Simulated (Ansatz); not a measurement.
Geometry optimisation, RHF/STO-3G (Ansatz 0.2.0).

Input:

```yaml
crystal:
  periodic: [false, false, false]
  atoms:
    - { symbol: B, position_ang: [0.0, 0.0, 0.0] }
    - { symbol: "N", position_ang: [0.0, 0.0, 1.55] }
    - { symbol: H, position_ang: [-0.877, -0.2713, 2.08] }
    - { symbol: H, position_ang: [0.877, 0.2713, 2.08] }
    - { symbol: C, position_ang: [1.3856, 0.0, -0.8] }
    - { symbol: H, position_ang: [1.7152, -1.0462, -0.9702] }
    - { symbol: H, position_ang: [1.2491, 0.508, -1.7774] }
    - { symbol: H, position_ang: [2.1552, 0.5381, -0.2082] }
    - { symbol: Cl, position_ang: [-1.6108, 0.0, -0.93] }
basis:
  gaussian: { orbitals: STO-3G }
hamiltonian:
  xc: hf
relax:
  f_tol: 0.02
  max_steps: 40
```

Launched with:

```bash
$ ansatz run input.yaml --threads 1 --pin off --max-ram 2048MiB --backend cpu --events-out ev --progress --plain --runs-dir out
```

**Question.** Where does it end, and by what steps?

**Answer.** The forces met the threshold. The force dipped under the threshold on the way, but the program's further checks kept it going. Limits of this set-up: minimal basis. After 13 steps the energy has fallen by 1.014 eV; Cl9 moved furthest, 0.43 Å.

```csv
step,energy less start (eV),largest force component (eV/Å),accepted
0,0.0000,5.070,yes
1,-0.9518,0.977,yes
2,-0.9959,0.696,yes
3,-1.0024,0.127,yes
4,-1.0044,0.107,yes
5,-1.0014,0.427,no
6,-1.0068,0.038,yes
7,-1.0103,0.130,yes
8,-1.0001,0.600,no
9,-1.0115,0.374,yes
10,-1.0135,0.019,yes
11,-1.0135,0.073,yes
12,-1.0131,0.120,no
13,-1.0139,0.009,yes
```

```xyz
9
Properties=species:S:1:pos:R:3
B 0.040 -0.072 0.075
N -0.018 0.081 1.440
H -0.880 0.027 1.979
H 0.805 0.262 2.010
C 1.374 0.010 -0.762
H 1.559 -0.928 -1.276
H 1.303 0.782 -1.522
H 2.233 0.227 -0.137
Cl -1.521 -0.388 -0.782
```

Run time: 12 s on 1 thread of Arm Neoverse V2 (shared host), peak memory 0.12 GiB.
